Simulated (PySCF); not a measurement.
## Induced dipoles and field energies

Compound: BCl2H4NSi.
SMILES with atom numbers: `[NH2:1][SiH2:2][B:3]([Cl:4])[Cl:5]` (hydrogens: H6, H7 on N1; H8, H9 on Si2)

Structure used (PBE0-D3(BJ)/def2-SVP), in Å, numbered top down from 1:
```xyz
9
BCl2H4NSi angstrom
N     -1.014    0.198    0.777
Si     0.051   -0.048   -0.565
B      1.913    0.462    0.028
Cl     2.279    0.711    1.724
Cl     3.214    0.609   -1.133
H     -0.671   -0.021    1.706
H     -2.006    0.005    0.700
H      0.147   -1.454   -1.102
H     -0.384    0.799   -1.719
```

Level: B3LYP/def2-SVPD (PySCF); nuclei fixed, core orbitals frozen in the response. Permanent dipole (-1.276, -0.647, 0.620) D (1 au = 2.5417 D). Static polarisability (au):

```
x   86.64  4.65 -2.46
y    4.65 63.38  3.35
z   -2.46  3.35 86.86
```

Only the terms in μ and α are kept: μ(F) = μ + αF and ΔE = −μ·F − ½ F·αF.

Task: What do fields of 0.257 V/Å (0.005 au) along the six axis directions do?

Result: 
| field along | induced x (D) | induced y (D) | induced z (D) | total size (D) | −μ·F (kJ/mol) | −½F·αF (kJ/mol) |
| --- | --- | --- | --- | --- | --- | --- |
| +x | 1.101 | 0.059 | -0.031 | 0.850 | +6.590 | -2.843 |
| −x | -1.101 | -0.059 | 0.031 | 2.564 | -6.590 | -2.843 |
| +y | 0.059 | 0.805 | 0.043 | 1.395 | +3.342 | -2.080 |
| −y | -0.059 | -0.805 | -0.043 | 2.056 | -3.342 | -2.080 |
| +z | -0.031 | 0.043 | 1.104 | 2.246 | -3.202 | -2.851 |
| −z | 0.031 | -0.043 | -1.104 | 1.503 | +3.202 | -2.851 |

Task: For the field (-0.0025, -0.0005, -0.0045) au, what is the induced dipole, and what angle does it make with the field?

Result: αF = (-0.528, -0.148, -0.982) D, at 2.2° to the field. The polarisability along this direction, F·αF/F², is 85.52 au, against a mean of 78.96 au.

Task: Which field along μ doubles the dipole in that direction (linear response)?

Result: The polarisability along the dipole is 86.32 au, so F = 0.6134 au / 86.32 au = 0.0071 au = 0.37 V/Å; higher-order terms are ignored.

Task: What field makes μF equal to kT at 200 K?

Result: kT = 0.6334 × 10⁻³ Eh, so F = 0.00103 au = 5.31 MV/cm.

Task: A unit point charge sits 6 Å away. Estimate the induction energy −αe²/2R⁴ with the mean polarisability, treating the molecule as a point.

Result: R = 11.34 bohr, so the energy is −79.0/(2 × 11.34⁴) Eh = -6.27 kJ/mol. The charge–dipole term at its most favourable orientation, −μe/R², is -12.5 kJ/mol.

The structure is a single PBE0-D3(BJ)/def2-SVP conformer in the gas phase; no vibrational or solvent corrections.
